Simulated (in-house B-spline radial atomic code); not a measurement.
A fraction x of an electron is removed from 4d in the tellurium ion Te⁺, starting from [Kr] 4d10 5s2 5p3 and keeping the highest spin. Computed with a B-spline radial code for spherical atoms: non-relativistic RPBE, spin-polarised, spherical fractional occupations, point nucleus.

| x | E(x) - E(0) (eV) | 4d down level (eV) |
| --- | --- | --- |
| 0 | 0.0000 | -52.278 |
| 0.1 | 5.3078 | -53.880 |
| 0.15 | 8.0219 | -54.687 |
| 0.33 | ? | ? |
| 0.47 | 26.3591 | -59.947 |
| 0.5 | 28.1651 | -60.449 |
| 0.55 | 31.2085 | -61.287 |
| 0.72 | 41.8713 | -64.165 |
| 0.81 | ? | ? |
| 0.92 | 55.0473 | -67.604 |
| 1 | 60.5112 | -68.994 |

Problem. What belongs in the row x = 0.33?

Solution. An energy change of 18.1293 eV; 4d down at -57.626 eV.

Problem. What belongs in the row x = 0.81?

Solution. An energy change of 47.7155 eV; 4d down at -65.706 eV.

Problem. Check Janak's theorem between x = 0.1 and 0.15.

Solution. The slope of the energy is 54.28 eV; the orbital levels give 54.28 eV (-ε of the emptying orbital, averaged over the two points).
